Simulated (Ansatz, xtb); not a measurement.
Molecule: sum formula HfOCl (charge 0, doublet). The spin state was set by rule; other spins were not relaxed. 
Coordinates optimised at B3LYP-D3(BJ)/def2-TZVP (Ansatz, a program for electronic structure):
```xyz
3

Hf     0.2861     0.2074    -0.1582
O     -0.8699     1.2722    -0.9248
Cl    -0.8023    -1.4771     1.1050
```
Charge 0, spin multiplicity 2.

Harmonic wavenumbers from GFN2-xTB (xtb, at its own minimum), cm⁻¹: 82, 288, 762.

**Question.** Give the harmonic wavenumbers at B3LYP-D3(BJ)/def2-TZVP (Ansatz, finite differences of forces, unscaled).

**Answer.** 163, 358, 943 cm⁻¹. Zero-point energy 2.1 kcal/mol.

**Question.** From these and the geometry, give the ideal-gas thermochemistry at 298.15 K and 1 atm (rigid rotor, harmonic oscillator).

**Answer.** Point group Cs, rotational symmetry number 1. Rotational constants 14.32, 2.716, 2.283 GHz. S(trans) 42.20, S(rot) 25.70, S(vib) 3.76, S(elec, spin only) 1.38, S 73.0 cal/(mol K). H(298) - H(0) 3.01 kcal/mol; G - E(el) -16.7 kcal/mol.
